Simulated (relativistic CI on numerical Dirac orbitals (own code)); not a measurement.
# Calculated levels, Gd¹³⁺

Calculated at this level of theory: Dirac-Coulomb-Breit CI, orbitals from a KLI potential per configuration, model QED (radiative potential, 1s self-energy scaled to tabulated hydrogen-like ionisation energies), unscaled Slater integrals (own radial code, finite nucleus).

CI space (outside the closed core [Ar] 3d10 4p6): 4s²4d¹⁰4f⁵, 4s²4d¹⁰4f⁴5p, 4s²4d¹⁰4f³5s², 4s²4d¹⁰4f³5s5p, 4s²4d¹⁰4f³5p², 4s²4d¹⁰4f³5s5d, 4s²4d¹⁰4f³5p5d, 4s²4d¹⁰4f⁴5d, 4s²4d¹⁰4f³5d², 4s²4d¹⁰4f⁴6s, 4s²4d⁹4f⁴5s², 4s²4d¹⁰4f⁴6p, 4d¹⁰4f⁷. Levels of other configurations are missing.

The lowest level is 4s²4d¹⁰4f³5s² ⁴I°9/2, with 94 % of that term; Hund's rules for 4s²4d¹⁰4f³5s² give ⁴I° with J = 9/2, in agreement.

```
No.  Configuration  Term     J  E (eV)   %   Next component (%)  Lifetime (s)  jj configuration (%)
  1  4s²4d¹⁰4f³5s²   ⁴I°   9/2  0.0000  94                4 ²H°                        4f5/2^3 (64)
  2  4s²4d¹⁰4f³5s²   ⁴I°  11/2  0.5634  97                1 ²H°      2.57e-01    4f5/2^2 4f7/2 (87)
  3  4s²4d¹⁰4f³5s²   ⁴I°  13/2  1.1428  98  1 4s²4d¹⁰4f³5p² ⁴I°      2.05e-01    4f5/2 4f7/2^2 (78)
  4  4s²4d¹⁰4f³5s²   ⁴I°  15/2  1.7267  96                2 ²K°      3.01e-01          4f7/2^3 (47)
  5  4s²4d¹⁰4f³5s²   ⁴F°   3/2  2.9154  89                7 ²D°                        4f5/2^3 (47)
  6  4s²4d¹⁰4f³5s²   ²H°   9/2  3.0135  63               21 ²G°      4.63e-02    4f5/2^2 4f7/2 (52)
  7  4s²4d¹⁰4f³5s²   ⁴F°   5/2  3.2376  95                3 ²D°      1.43e+00    4f5/2^2 4f7/2 (71)
  8  4s²4d¹⁰4f³5s²   ⁴S°   3/2  3.4753  89                7 ²P°      5.04e+00    4f5/2^2 4f7/2 (59)
  9  4s²4d¹⁰4f³5s²   ⁴F°   7/2  3.4857  83               14 ²G°      1.39e+00    4f5/2^2 4f7/2 (64)
 10  4s²4d¹⁰4f³5s²   ⁴F°   9/2  3.8359  73               18 ²H°      1.16e-01    4f5/2 4f7/2^2 (82)
 11  4s²4d¹⁰4f³5s²   ²H°  11/2  3.9726  91                5 ⁴G°      5.28e-02    4f5/2 4f7/2^2 (68)
 12  4s²4d¹⁰4f³5s²   ²G°   7/2  4.2935  61               25 ⁴G°      1.25e-01    4f5/2^2 4f7/2 (59)
 13  4s²4d¹⁰4f³5s²   ⁴G°   5/2  4.3661  96                2 ²F°      1.73e+00    4f5/2^2 4f7/2 (41)
 14  4s²4d¹⁰4f³5s²   ²K°  13/2  4.6009  96  1 4s²4d¹⁰4f³5p² ²K°      5.48e-02    4f5/2^2 4f7/2 (66)
 15  4s²4d¹⁰4f³5s²   ⁴G°   7/2  4.8680  72               23 ²G°      1.81e-01    4f5/2 4f7/2^2 (47)
 16  4s²4d¹⁰4f³5s²   ⁴G°   9/2  5.0194  63               19 ²G°      6.62e-02    4f5/2 4f7/2^2 (59)
 17  4s²4d¹⁰4f³5s²   ²K°  15/2  5.1736  90                6 ²L°      3.72e-02    4f5/2^2 4f7/2 (49)
 18  4s²4d¹⁰4f³5s²   ²D°   3/2  5.2690  44               40 ²P°      3.58e-02    4f5/2 4f7/2^2 (57)
 19  4s²4d¹⁰4f³5s²   ²G°   9/2  5.4130  51               32 ⁴G°      5.66e-02          4f7/2^3 (65)
 20  4s²4d¹⁰4f³5s²   ⁴G°  11/2  5.6036  90                8 ²H°      1.40e-01    4f5/2 4f7/2^2 (42)
 21  4s²4d¹⁰4f³5s²   ²P°   1/2  5.7574  91                7 ⁴D°      9.19e-02    4f5/2^2 4f7/2 (53)
 22  4s²4d¹⁰4f³5s²   ²D°   5/2  5.9158  95                3 ⁴F°      6.00e-02    4f5/2 4f7/2^2 (71)
 23  4s²4d¹⁰4f³5s²   ²D°   3/2  6.6971  46               46 ²P°      2.79e-02          4f7/2^3 (74)
 24  4s²4d¹⁰4f³5s²   ²I°  11/2  7.0529  83               14 ²H°      1.05e-01    4f5/2^2 4f7/2 (69)
 25  4s²4d¹⁰4f³5s²   ⁴D°   3/2  7.1452  72               23 ²D°      2.66e-01    4f5/2^2 4f7/2 (73)
 26  4s²4d¹⁰4f³5s²   ⁴D°   5/2  7.2032  73               22 ²D°      1.08e-01    4f5/2^2 4f7/2 (63)
 27  4s²4d¹⁰4f³5s²   ²L°  15/2  7.2676  92                6 ²K°      5.78e-02    4f5/2 4f7/2^2 (44)
 28  4s²4d¹⁰4f³5s²   ⁴D°   1/2  7.3751  91                7 ²P°      3.02e-01    4f5/2 4f7/2^2 (53)
 29  4s²4d¹⁰4f³5s²   ²I°  13/2  7.4380  97  1 4s²4d¹⁰4f³5p² ²I°      9.03e-02    4f5/2 4f7/2^2 (86)
 30  4s²4d¹⁰4f³5s²   ²L°  17/2  7.6678  98  1 4s²4d¹⁰4f³5p² ²L°      1.34e-01    4f5/2 4f7/2^2 (98)
```

Energies count from the lowest computed level; ° marks odd parity; lifetimes are radiative, by E1, M1, E2, M2 decay to levels of this space only; some are left blank where a channel outside the calculation adds to the decay or the decay crosses a small, uncertain gap. Filled j subshells are mostly left out of the jj labels.

The mean weight of the leading LS term, summed over parents, in these 30 levels is 82 %, and that of the leading jj configuration (from the same eigenvectors) 63 %, so LS coupling describes them better.

At this charge transitions that keep the count of f electrons are usually good to a few per cent. Terms inside the open d or f shell come out 10 to 20 % too wide with unscaled integrals. Levels and lines within the n = 5 or 6 shells can be off by up to 10 % or somewhat more, and those that change n by about 2 %, since core polarisation is missing. Levels that differ in their count of f electrons can be misplaced by several ten thousand cm⁻¹, since the correlation energy of f electrons is missing or only estimated; rates across such gaps can be off by orders of magnitude. The computed lowest level isn't the tabulated ground level, which NIST ASD gives as 4f5 6H°5/2; for such ions that label comes from theory and may be the wrong one.

Landé's interval rule says that E(J) − E(J−1) = AJ with one A. For the ground term the intervals give A = 826.2, 719.0, 627.9 cm⁻¹ for J = 11/2, 13/2, 15/2; the multiplet is regular.

LS names give the leading component of a level, which can be under half, so a name can repeat, a term be missing and a line seem to break the LS rules.
